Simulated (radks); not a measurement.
Charge is removed step by step from the 1s down level of He, starting from 1s(up 1, down 1). All-electron calculation, non-relativistic Kohn-Sham, PBE, spin-polarised, spherical densities, point nucleus. Program: a radial shooting solver on a logarithmic mesh with Libxc functionals.

removed (e)  E - E(0) (eV)  eigenvalue (eV)
0                    0.000          -15.763
0.125                2.111          -18.022
0.25                 4.507          -20.321
0.375                7.192          -22.634
0.5                 10.165          -24.924
0.625               13.420          -27.130
0.75                16.939          -29.141
0.875               20.685          -30.649

The mean slope of the eigenvalue, de/dn, is 17.0 eV per electron.
